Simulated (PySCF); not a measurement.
**Löwdin shares of the frontier orbitals**

Species: C3H7FSi2.
Structure used (PBE0-D3(BJ)/def2-SVP), in Å, numbered top down from 1:
```
atom  x, y, z in Å
F1    -3.890   -0.503    0.759
C2    -2.535   -0.683    0.582
Si3   -1.656    1.001    0.637
C4     0.137    0.692    0.383
C5     1.323    0.440    0.207
Si6    3.103    0.072   -0.059
H7    -2.145   -1.348    1.373
H8    -2.354   -1.182   -0.386
H9    -2.174    1.884   -0.445
H10   -1.874    1.648    1.962
H11    3.788   -0.031    1.261
H12    3.719    1.168   -0.861
H13    3.233   -1.220   -0.792
```

Method: TDDFT B3LYP/def2-SVPD, vertical, gas phase, core orbitals frozen in the response (PySCF).

Kohn–Sham orbitals with the atoms that hold most of them (Löwdin shares over 4%, at most four atoms; ? is withheld):

| orbital | ε (eV) | atoms |
| --- | --- | --- |
| HOMO-3 | -9.58 | F1 23%, C2 18%, Si3 17%, H10 10% |
| HOMO-2 | -8.95 | F1 24%, C2 22%, Si3 16%, C4 13% |
| HOMO-1 | -8.06 | ? |
| HOMO | -7.98 | C5 31%, C4 30%, C2 9%, Si3 8% |
| LUMO | ? | ? |
| LUMO+1 | -0.97 | C5 28%, C4 28%, Si6 15%, Si3 12% |
| LUMO+2 | 0.04 | Si6 32%, C5 14%, Si3 13%, C4 10% |

Q: Give the leading atoms of the LUMO.

A: C5 (bonded to C and Si) 28%; C4 (bonded to C and Si) 27%; Si3 (bonded to 2 C and 2 H) 13%; Si6 (bonded to C and 3 H) 13%. By element: carbon 55% or more, silicon 26%.

Q: Which atoms hold the HOMO-1, and with what shares?

A: C5 (bonded to C and Si) 37%; C4 (bonded to C and Si) 37%; Si3 (bonded to 2 C and 2 H) 7%; Si6 (bonded to C and 3 H) 7%. By element: carbon 73% or more, silicon 14%.

Q: What is the LUMO energy, and the HOMO–LUMO gap?

A: ε(LUMO) = -1.06 eV; the gap is 6.92 eV (0.2542 hartree).

Q: The HOMO–LUMO gap is 6.92 eV. Where does the response calculation put the lowest singlet, and from which orbitals?

A: S1 is at 5.47 eV (f = 0.0000), 1.45 eV below the gap, made of HOMO-1→LUMO (65%), HOMO→LUMO+1 (31%). Its leading pair isn't HOMO and LUMO; the energies of that pair differ by 7.00 eV. 

Next come S2 at 5.64 eV (f 0.0048), HOMO→LUMO (51%), HOMO-1→LUMO+1 (45%); S3 at 5.64 eV (f 0.0012), HOMO→LUMO+1 (63%), HOMO-1→LUMO (33%); S4 at 6.92 eV (f 0.399), HOMO-2→LUMO (52%), HOMO→LUMO (26%), HOMO-1→LUMO+1 (15%); S5 at 7.03 eV (f 0.0017), HOMO-2→LUMO+1 (93%).

One conformer stands for the species.
